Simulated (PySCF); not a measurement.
Se(I)(SMe) (CH₃ISSe), SMILES CS[Se]I. Atoms are numbered in the order given.

```xyz
7

Se    -0.1318    -0.6343     1.0421
I      0.7160     1.3251    -0.3896
S     -0.7046    -2.1463    -0.3878
C     -2.3570    -1.6205    -0.9118
H     -3.0427    -1.5543    -0.0570
H     -2.7126    -2.3906    -1.6132
H     -2.2996    -0.6551    -1.4342
```
Charge 0, spin multiplicity 1.

Coordinates come from a PBE0-D3(BJ)/def2-SVP optimisation. The structure was generated by enumeration, and PubChem lists no compound with its InChIKey, so it may never have been made. The def2 effective core potentials stand for the cores of I; spin–orbit coupling is left out. Other conformers were not sampled.

Calculation: B3LYP/def2-TZVP run with PySCF.

ESP charges are fitted to the potential on shells at 1.4 to 2.0 van der Waals radii. Atomic charges (e):

```tsv
atom	Mulliken	Löwdin	ESP fit
Se1	0.04	…	0.02
I2	-0.10	…	-0.08
S3	-0.05	…	-0.06
C4	-0.31	-0.54	-0.30
H5	0.14	0.11	0.13
H6	0.13	0.11	0.17
H7	0.15	0.11	0.11
```

### Question
Complete the blanks. (The exact figures need the calculation; the answer reports its results.)

### Answer

- Se1, Löwdin: -0.06
- I2, Löwdin: -0.03
- S3, Löwdin: 0.29

Computed Mayer and Wiberg (Löwdin basis) orders of the bonds:
```
bond    Mayer  Wiberg
------  -----  ------
Se1–I2   1.01    1.52
Se1–S3   1.27    1.75
S3–C4    1.02    1.49
C4–H5    0.96    0.94
C4–H6    0.94    0.93
C4–H7    0.96    0.94
```
